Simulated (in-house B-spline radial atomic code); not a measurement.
Configurations of Ar6+, with energies counted from [Ne] 3s2. Method: scalar-relativistic (X2C) CAM-B3LYP, spin-polarised, spherical fractional occupations, exact exchange averaged over the configuration, Fermi nucleus of rms radius 3.4274 fm. Calculated with an all-electron radial atomic-structure program (B-spline basis). Shells without spins written out take the highest spin.

Occupations are held fixed; configurations that lie above the ionisation limit could autoionise.

| configuration | E - E(ref) (eV) | highest orbital | its <r> (bohr) |
| --- | --- | --- | --- |
| [Ne] 3s1 3p1 | 14.146 | 3p up | 1.227 |
| [Ne] 3s1 4f1 | 81.356 | 4f up | 2.447 |
| [He] 2s2 2p5 3s2 3p1 | 253.95 | 3p up | 1.174 |
| [He] 2s1 2p6 3s2 3p1 | 320.71 | 3p up | 1.178 |
| [He] 2s1 2p6 3s2 3d1 | 345.54 | 3d up | 1.185 |
| [He] 2s1 2p6 3s2 4f1 | 392.69 | 4f up | 2.406 |

(1) Order these further configurations by energy, lowest first.
A. [He] 2s2 2p5 3s2 3d1
B. [He] 2s1 2p6 3s2 4d1
C. [He] 2s1 2p6 3s2 4p1
D. [He] 2s2 2p5 3s2 4d1
E. [He] 2s2 2p5 3s2 4s1

(2) How far above the reference does [He] 2s2 2p5 3s2 4p1 lie?

Results:

(1) A (279.17 eV), E (307.2 eV), D (321.72 eV), C (379.84 eV), B (388.11 eV).

(2) 313.34 eV; its least bound orbital is 4p up with <r> = 2.437 bohr.
